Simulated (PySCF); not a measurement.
# One molecule, several mistakes: BH5NOSi cation

These are calculations, not measurements. The program is PySCF 2.14.0, an open-source quantum chemistry code, run on an isolated molecule that a program drew, which may never have been made. The molecule is BH5NOSi cation (charge +1, singlet), drawn as the SMILES string `OBN[SiH2+]`.

Each row is a Hartree-Fock (HF) and frozen-core CCSD(T) single point in the cc-pV(D+d)Z basis, meant for a local HF minimum. Run 1 is clean. Each other run has one planted mistake out of seven kinds, and not every kind appears here: one electron removed, one electron added, multiplicity raised by two, geometry at a saddle point, minimal basis STO-3G, one bond length entered in bohr, all coordinates scaled. The reference is restricted for singlets and unrestricted otherwise, and also for a bond in bohr. Adding or removing an electron swaps singlet and doublet. Electrons count all cores. HOMO and LUMO are orbital energies over both spins, the gradient is its largest component, and the lowest frequency (negative if imaginary) is given only where the gradient is small. Bond lengths are over the 8 bonds as drawn. T1 is the CCSD diagnostic: over 0.02 (restricted) or 0.045 (unrestricted) a single reference is doubtful.

Geometry of the clean run:
```xyz
9
BH5NOSi cation, angstrom
O     1.0776   -2.2352   -1.0238
B     0.1534   -1.3431   -1.3870
N    -0.4884   -0.6238   -0.2579
Si   -0.1638   -0.8351    1.3376
H     1.5055   -2.7114   -1.7229
H    -0.1848   -1.0878   -2.4966
H    -1.1882    0.0537   -0.5165
H     0.8356   -1.7988    1.7699
H    -0.9098   -0.0262    2.2942
```

```
run  electrons  basis functions  <S^2>  HOMO (eV)  LUMO (eV)  gradient (hartree/bohr)  lowest frequency (cm^-1)  mean bond (Å)  longest bond (Å)      T1  HF (hartree)  CCSD(T) (hartree)               mistake
  1         38               90  0.000     -17.87      -4.50                  2.2e-05                       175         1.3146             1.642  0.0170    -445.70495         -446.27204              no fault
  2         37               90  0.768     -24.27     -14.33                  1.3e-01                         -         1.3146             1.642  0.0551    -445.12302         -445.65482  one electron removed
  3         38               29  0.000     -15.67      -1.47                  3.5e-02                         -         1.3146             1.642  0.0298    -440.39315         -440.62202  minimal basis STO-3G
  4         39               90  0.767      -5.91       3.06                  9.0e-02                         -         1.3146             1.642  0.0158    -445.89550         -446.47691    one electron added
  5         38               90  0.000     -18.09      -4.44                  2.3e-02                         -         1.2857             1.606  0.0159    -445.69999         -446.26226                     ?
```

**Which mistake was planted in run 5, and what did it cost?**

The mean and the longest bond both change by the same factor, 0.978, and the gradient is no longer small. So the mistake is: all coordinates scaled. Subtracting run 1 and multiplying by 627.51 kcal/mol a hartree, the energy moved by 3.1 kcal/mol in HF and 6.1 kcal/mol in CCSD(T).

Cautions from the logs. Run 2: T1 is over the limit, so its CCSD(T) energy is less reliable; run 3: T1 is over the limit, so its CCSD(T) energy is less reliable.
